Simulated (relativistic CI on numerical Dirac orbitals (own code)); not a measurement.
# Eu XI: q coefficients and field-shift factors

Calculated at this level of theory: Dirac-Coulomb-Breit CI, orbitals from a KLI potential per configuration, derivatives by finite differences, unscaled Slater integrals, QED left out (own radial code, finite nucleus).

Configuration list (outside the closed core [Kr] 4d10): 4f⁵5s², 4f³5s²5p6s, 4f³5s²6s², 4f⁵6s². The list is cut by size and lacks configurations that can hold low levels.

With x = (α/α₀)² − 1 an excitation energy changes as ω = ω₀ + qx; K = 2q/ω₀ is the relative enhancement. Terms are leading LS components, so labels can repeat. The field-shift factor is F = δν/δ⟨r²⟩ for the transition from the lowest level.

Lowest level 4f⁵5s² ⁶H°5/2.

```csv
Level,ω₀ (cm⁻¹),q (cm⁻¹),K,F (GHz/fm²)
4f⁵5s² ⁶H°7/2,1237.9,1342,2.17,0.0654
4f⁵5s² ⁶H°9/2,2701.7,2797,2.07,0.138
4f⁵5s² ⁶H°11/2,4331.8,4264,1.97,0.214
4f⁵5s² ⁶H°13/2,6078.5,5679,1.87,0.289
4f⁵5s² ⁶H°15/2,7899.4,6990,1.77,0.362
4f⁵5s² ⁶F°1/2,9617.0,1546,0.322,0.191
4f⁵5s² ⁶F°3/2,9939.1,1661,0.334,0.199
4f⁵5s² ⁶F°5/2,10573.3,2081,0.394,0.223
4f⁵5s² ⁶F°7/2,11630.8,3120,0.536,0.275
4f⁵5s² ⁶F°9/2,13077.3,4576,0.7,0.346
4f⁵5s² ⁶F°11/2,14813.6,6185,0.835,0.428
4f⁵5s² ⁴G°5/2,26190.3,-1823,-0.139,0.325
4f⁵5s² ⁴F°3/2,26743.6,-218.2,-0.0163,0.389
4f⁵5s² ⁴M°15/2,27920.4,-648.1,-0.0464,0.396
4f⁵5s² ⁴G°7/2,28678.7,871.2,0.0608,0.456
4f⁵5s² ⁴I°9/2,28889.2,1369,0.0948,0.478
4f⁵5s² ⁴I°11/2,29524.1,1377,0.0933,0.488
4f⁵5s² ⁴M°17/2,29916.4,1808,0.121,0.512
4f⁵5s² ⁴I°13/2,30227.2,1187,0.0785,0.491
4f⁵5s² ⁴F°5/2,31377.0,3381,0.216,0.584
4f⁵5s² ⁴I°15/2,31595.3,2801,0.177,0.569
4f⁵5s² ⁴M°19/2,31692.7,3584,0.226,0.601
4f⁵5s² ⁴G°9/2,32055.7,3561,0.222,0.6
```

At this charge energies of transitions that change n are usually good to better than 1 %, and those within a shell (Δn = 0) to a few per cent. Terms inside the open d or f shell come out 10 to 20 % too wide with unscaled integrals. Levels and lines within the n = 5 or 6 shells can be off by up to 10 % or somewhat more, and those that change n by about 2 %, since core polarisation is missing.
